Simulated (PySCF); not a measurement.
Isomers of C7H10O2Si.

All values: PBE0/pcSseg-1 (PySCF) at GFN2-xTB geometries, gas phase, one conformer each.

(1) Rank by the lowest Hirshfeld charge on any atom, lowest value first.
A. `[CH3:1][C:2]#[C:3][C:4](=[O:5])[O:6][CH2:7][C@H:8]1[CH2:9][SiH2:10]1` with C3–C4–O6–C7 178°, C4–O6–C7–C8 -81°, O6–C7–C8–C9 -150°
B. `[CH:1]#[C:2][CH2:3][CH2:4][SiH2:5]/[CH:6]=[CH:7]\[C:8](=[O:9])[OH:10]` with C2–C3–C4–Si5 -179°, C3–C4–Si5–C6 69°, C4–Si5–C6–C7 180°, C6–C7–C8–O9 0°, C7–C8–O10–H 180°
C. `[CH3:1][C:2]1=[CH:3][SiH2:4][C:5]([CH3:6])=[C:7]1[C:8](=[O:9])[OH:10]` with C5–C7–C8–O9 -43°, C7–C8–O10–H -178°
D. `[CH3:1][c:2]1[cH:3][c:4]([CH2:5][SiH3:6])[cH:7][o:8][c:9]1=[O:10]` with C3–C4–C5–Si6 78°
E. `[CH2:1]=[C:2]([CH3:3])/[CH:4]=[C:5](/[CH:6]=[O:7])[SiH2:8][CH:9]=[O:10]` with C1–C2–C4–C5 -172°, C4–C5–C6–O7 177°, C4–C5–Si8–C9 140°, C5–Si8–C9–O10 -62°
F. `[OH:1][CH2:2][c:3]1[cH:4][cH:5][c:6]([SiH2:7][OH:8])[cH:9][cH:10]1` with H–O1–C2–C3 -55°, O1–C2–C3–C4 102°, C5–C6–Si7–O8 64°, C6–Si7–O8–H 55°

(2) Rank by HOMO–LUMO gap, lowest first.
A. `[O:1]=[CH:2][C:3]1=[CH:4][C:5]([CH2:6][O:7][SiH3:8])=[CH:9][CH2:10]1` with O1–C2–C3–C4 180°, C4–C5–C6–O7 176°, C5–C6–O7–Si8 -170°
B. `[OH:1][CH2:2][c:3]1[cH:4][cH:5][c:6]([SiH2:7][OH:8])[cH:9][cH:10]1` with H–O1–C2–C3 -55°, O1–C2–C3–C4 102°, C5–C6–Si7–O8 64°, C6–Si7–O8–H 55°
C. `[O:1]=[C:2]([OH:3])[C:4]1([C@H:5]2[CH:6]=[CH:7][SiH2:8]2)[CH2:9][CH2:10]1` with O1–C2–O3–H 0°, O1–C2–C4–C5 12°, C2–C4–C5–C6 -152°
D. `[O:1]=[C:2]1[CH2:3][CH:4]=[CH:5][Si@:6]12[CH2:7][CH2:8][O:9][CH2:10]2` with O1–C2–C3–C4 179°, C2–C3–C4–C5 1°, C4–C5–Si6–C7 124°, C5–Si6–C7–C8 134°
E. `[CH3:1][C:2]#[C:3][C:4](=[O:5])[O:6][CH2:7][C@H:8]1[CH2:9][SiH2:10]1` with C3–C4–O6–C7 178°, C4–O6–C7–C8 -81°, O6–C7–C8–C9 -150°
F. `[CH3:1][C:2](=[O:3])[C:4]1=[C:5]([CH2:6][CH:7]=[O:8])[CH2:9][SiH2:10]1` with C1–C2–C4–C5 174°, C4–C5–C6–C7 82°, C5–C6–C7–O8 109°

(3) Rank by HOMO energy, highest first.
A. `[CH2:1]=[CH:2][CH2:3][C:4]1=[CH:5][O:6][C:7](=[O:8])[SiH2:9][CH2:10]1` with C1–C2–C3–C4 115°, C2–C3–C4–C5 106°, C4–C5–O6–C7 -17°, C5–O6–C7–O8 179°, O6–C7–Si9–C10 26°, C7–Si9–C10–C4 -37°
B. `[CH3:1][c:2]1[cH:3][c:4]([CH2:5][SiH3:6])[cH:7][o:8][c:9]1=[O:10]` with C3–C4–C5–Si6 78°
C. `[O:1]=[CH:2][C:3]1=[CH:4][C:5]([CH2:6][O:7][SiH3:8])=[CH:9][CH2:10]1` with O1–C2–C3–C4 180°, C4–C5–C6–O7 176°, C5–C6–O7–Si8 -170°
D. `[CH3:1][C:2]#[C:3][Si@@:4]1([CH3:5])[CH2:6][C@H:7]1[C:8](=[O:9])[OH:10]` with C6–C7–C8–O9 18°, C7–C8–O10–H -177°
E. `[CH3:1][C:2](=[O:3])[C:4]1=[C:5]([CH2:6][CH:7]=[O:8])[CH2:9][SiH2:10]1` with C1–C2–C4–C5 174°, C4–C5–C6–C7 82°, C5–C6–C7–O8 109°
F. `[O:1]=[C:2]([OH:3])[C:4]1([C@H:5]2[CH:6]=[CH:7][SiH2:8]2)[CH2:9][CH2:10]1` with O1–C2–O3–H 0°, O1–C2–C4–C5 12°, C2–C4–C5–C6 -152°

Answers

(1) F (-0.312 e), D (-0.278 e), C (-0.261 e), A (-0.250 e), E (-0.234 e), B (-0.218 e).

(2) A (4.88 eV), D (5.10 eV), F (5.28 eV), E (6.06 eV), B (6.43 eV), C (7.31 eV).

(3) B (-6.56 eV), D (-6.71 eV), C (-6.87 eV), A (-7.02 eV), E (-7.20 eV), F (-7.34 eV).

All values together:

```tsv
SMILES	μ (D)	HOMO (eV)	LUMO (eV)	lowest IAO charge (e)	highest IAO charge (e)	lowest Hirshfeld charge (e)	highest Hirshfeld charge (e)
CC1=C[SiH2]C(C)=C1C(=O)O	1.37	-6.56	-1.71	-0.482 (O)	+0.743 (Si)	-0.261 (O)	+0.335 (Si)
C=C(C)/C=C(/C=O)[SiH2]C=O	5.22	-6.45	-2.57	-0.424 (C)	+0.685 (Si)	-0.234 (O)	+0.314 (Si)
Cc1cc(C[SiH3])coc1=O	4.81	-6.56	-1.60	-0.532 (C)	+0.613 (Si)	-0.278 (O)	+0.319 (Si)
CC#CC(=O)OC[C@H]1C[SiH2]1	2.47	-6.94	-0.88	-0.521 (C)	+0.621 (Si)	-0.250 (O)	+0.299 (Si)
C#CCC[SiH2]/C=C\C(=O)O	2.39	-7.44	-1.95	-0.542 (C)	+0.768 (Si)	-0.218 (O)	+0.314 (Si)
O=CC1=CC(CO[SiH3])=CC1	4.03	-6.87	-1.98	-0.638 (O)	+0.878 (Si)	-0.246 (O)	+0.386 (Si)
O=C1CC=C[Si@]12CCOC2	2.40	-6.58	-1.48	-0.558 (C)	+0.919 (Si)	-0.232 (O)	+0.366 (Si)
C=CCC1=COC(=O)[SiH2]C1	4.37	-7.02	-0.99	-0.555 (C)	+0.706 (Si)	-0.254 (O)	+0.351 (Si)
CC(=O)C1=C(CC=O)C[SiH2]1	3.95	-7.20	-1.92	-0.538 (C)	+0.736 (Si)	-0.232 (O)	+0.344 (Si)
CC#C[Si@@]1(C)C[C@H]1C(=O)O	2.46	-6.71	-0.36	-0.708 (C)	+1.006 (Si)	-0.288 (O)	+0.399 (Si)
O=C(O)C1([C@H]2C=C[SiH2]2)CC1	1.99	-7.34	-0.03	-0.480 (O)	+0.764 (Si)	-0.241 (O)	+0.321 (Si)
OCc1ccc([SiH2]O)cc1	1.12	-7.41	-0.98	-0.791 (O)	+1.010 (Si)	-0.312 (O)	+0.394 (Si)
```

Conformers: `[CH3:1][C:2]1=[CH:3][SiH2:4][C:5]([CH3:6])=[C:7]1[C:8](=[O:9])[OH:10]` with C5–C7–C8–O9 -43°, C7–C8–O10–H -178°; `[CH2:1]=[C:2]([CH3:3])/[CH:4]=[C:5](/[CH:6]=[O:7])[SiH2:8][CH:9]=[O:10]` with C1–C2–C4–C5 -172°, C4–C5–C6–O7 177°, C4–C5–Si8–C9 140°, C5–Si8–C9–O10 -62°; `[CH3:1][c:2]1[cH:3][c:4]([CH2:5][SiH3:6])[cH:7][o:8][c:9]1=[O:10]` with C3–C4–C5–Si6 78°; `[CH3:1][C:2]#[C:3][C:4](=[O:5])[O:6][CH2:7][C@H:8]1[CH2:9][SiH2:10]1` with C3–C4–O6–C7 178°, C4–O6–C7–C8 -81°, O6–C7–C8–C9 -150°; `[CH:1]#[C:2][CH2:3][CH2:4][SiH2:5]/[CH:6]=[CH:7]\[C:8](=[O:9])[OH:10]` with C2–C3–C4–Si5 -179°, C3–C4–Si5–C6 69°, C4–Si5–C6–C7 180°, C6–C7–C8–O9 0°, C7–C8–O10–H 180°; `[O:1]=[CH:2][C:3]1=[CH:4][C:5]([CH2:6][O:7][SiH3:8])=[CH:9][CH2:10]1` with O1–C2–C3–C4 180°, C4–C5–C6–O7 176°, C5–C6–O7–Si8 -170°; `[O:1]=[C:2]1[CH2:3][CH:4]=[CH:5][Si@:6]12[CH2:7][CH2:8][O:9][CH2:10]2` with O1–C2–C3–C4 179°, C2–C3–C4–C5 1°, C4–C5–Si6–C7 124°, C5–Si6–C7–C8 134°; `[CH2:1]=[CH:2][CH2:3][C:4]1=[CH:5][O:6][C:7](=[O:8])[SiH2:9][CH2:10]1` with C1–C2–C3–C4 115°, C2–C3–C4–C5 106°, C4–C5–O6–C7 -17°, C5–O6–C7–O8 179°, O6–C7–Si9–C10 26°, C7–Si9–C10–C4 -37°; `[CH3:1][C:2](=[O:3])[C:4]1=[C:5]([CH2:6][CH:7]=[O:8])[CH2:9][SiH2:10]1` with C1–C2–C4–C5 174°, C4–C5–C6–C7 82°, C5–C6–C7–O8 109°; `[CH3:1][C:2]#[C:3][Si@@:4]1([CH3:5])[CH2:6][C@H:7]1[C:8](=[O:9])[OH:10]` with C6–C7–C8–O9 18°, C7–C8–O10–H -177°; `[O:1]=[C:2]([OH:3])[C:4]1([C@H:5]2[CH:6]=[CH:7][SiH2:8]2)[CH2:9][CH2:10]1` with O1–C2–O3–H 0°, O1–C2–C4–C5 12°, C2–C4–C5–C6 -152°; `[OH:1][CH2:2][c:3]1[cH:4][cH:5][c:6]([SiH2:7][OH:8])[cH:9][cH:10]1` with H–O1–C2–C3 -55°, O1–C2–C3–C4 102°, C5–C6–Si7–O8 64°, C6–Si7–O8–H 55°.
